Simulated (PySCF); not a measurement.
Species: C8H10NS (charge +1).
SMILES with atom numbers: `[CH3:1][C:2](=[S:3])[c:4]1[cH:5][cH:6][c:7]([NH3+:8])[cH:9][cH:10]1` (hydrogens: H11, H12, H13 on C1; H14 on C5; H15 on C6; H16, H17, H18 on N8; H19 on C9; H20 on C10)

Cartesian coordinates in Å at the PBE0-D3(BJ)/def2-SVP level; atoms count from 1:
```xyz
20
C8H10NS angstrom
C     -3.3003    0.3526   -0.0967
C     -2.3379   -0.7648   -0.3519
S     -2.8620   -2.2796   -0.6428
C     -0.8813   -0.4359   -0.3280
C     -0.4339    0.8724   -0.0775
C      0.9235    1.1791   -0.0535
C      1.8332    0.1568   -0.2854
N      3.2754    0.4675   -0.2528
C      1.4349   -1.1510   -0.5383
C      0.0772   -1.4360   -0.5579
H     -4.3304   -0.0171   -0.1407
H     -3.1809    1.1556   -0.8435
H     -3.1285    0.8012    0.8963
H     -1.1478    1.6760    0.1029
H      1.2485    2.2042    0.1435
H      3.5929    0.7318    0.6913
H      3.8349   -0.3445   -0.5441
H      3.5161    1.2441   -0.8847
H      2.1625   -1.9473   -0.7205
H     -0.2787   -2.4510   -0.7536
```

The calculation used PySCF, PBE0-D3(BJ)/def2-SVP geometry optimisation, gas phase.

Masses are those of the commonest isotopes; rigid-rotor values at the optimised geometry. The values belong to one conformer with, in the numbering `[CH3:1][C:2](=[S:3])[c:4]1[cH:5][cH:6][c:7]([NH3+:8])[cH:9][cH:10]1`, C1–C2–C4–C5 0°.

(1) Give the principal moments of inertia and the rotational constants in cm⁻¹.

(2) Classify the top.

(3) Is it planar, by Δ = Ic − Ia − Ib?

(4) Give the other two planar moments, Paa and Pbb, and the rms extents of the mass along the axes.

(5) Predict some low-J microwave lines.

## Answers

(1) Ia = 175.06, Ib = 811.84, Ic = 980.94 u·Å²; 505379 MHz·u·Å²/I gives 2887, 622.5 and 515.2 MHz, that is A = 0.09630, B = 0.02076, C = 0.01719 cm⁻¹.

(2) A near-prolate asymmetric top: κ = (2 × 622.5 − 2887 − 515.2)/(2887 − 515.2) = -0.91.

(3) Not planar: Δ = Ic − Ia − Ib = -5.96 u·Å². For a rigid frame Δ = −2 Σ m c², so Σ m c² = 2.98 u·Å² lies off the ab plane, practically all of it from hydrogen. The atom farthest from that plane is 0.89 Å away.

(4) Paa = Σ m a² = (Ib + Ic − Ia)/2 = 808.87 and Pbb = Σ m b² = (Ia + Ic − Ib)/2 = 172.08 u·Å². With the mass M = 152.05 u, the rms extents √(P/M) along a, b and c are 2.31, 1.06, 0.14 Å.

(5) The dipole components (about the centre of mass, as the species is charged) are |μa| = 15.20 D, |μb| = 0.92 D, |μc| = 0.04 D. The squared components, which scale the intensities, stand as 1.00 : 0.00 : 0.00 (a : b : c). Some lines, for components of 0.1 D or more:

| type | branch | J(Ka,Kc) | MHz | lower level (cm⁻¹) |
| --- | --- | --- | --- | --- |
| b | Q | 1(1,0) ← 1(0,1) | 2372 | 0.038 |
| b | Q | 4(1,3) ← 4(0,4) | 2900 | 0.378 |
| a | R | 3(1,3) ← 2(1,2) | 3250 | 0.186 |
| a | R | 3(2,1) ← 2(2,0) | 3428 | 0.423 |
| b | R | 5(0,5) ← 4(1,4) | 3788 | 0.439 |
| a | R | 5(0,5) ← 4(0,4) | 5615 | 0.378 |
| a | R | 5(2,4) ← 4(2,3) | 5680 | 0.689 |
| a | R | 5(3,3) ← 4(3,2) | 5700 | 1.076 |
| a | R | 5(1,4) ← 4(1,3) | 5940 | 0.474 |
| b | Q | 5(2,3) ← 5(1,4) | 6294 | 0.673 |
| b | R | 5(1,5) ← 4(0,4) | 7232 | 0.378 |
| b | R | 3(2,2) ← 2(1,1) | 10206 | 0.197 |
| b | R | 4(3,1) ← 3(2,2) | 16151 | 0.537 |
| b | R | 4(4,1) ← 3(3,0) | 20778 | 0.924 |
| b | Q | 5(5,1) ← 5(4,2) | 20855 | 1.807 |
| b | R | 5(4,1) ← 4(3,2) | 21917 | 1.076 |

Whether it is a minimum is left open (no frequencies). Constants of a rigid frame at the computed geometry: no zero-point averaging, no centrifugal distortion. A rigid rotor knows nothing of internal rotation, which can split or shift real lines. Quadrupole hyperfine structure (14N) is left out.
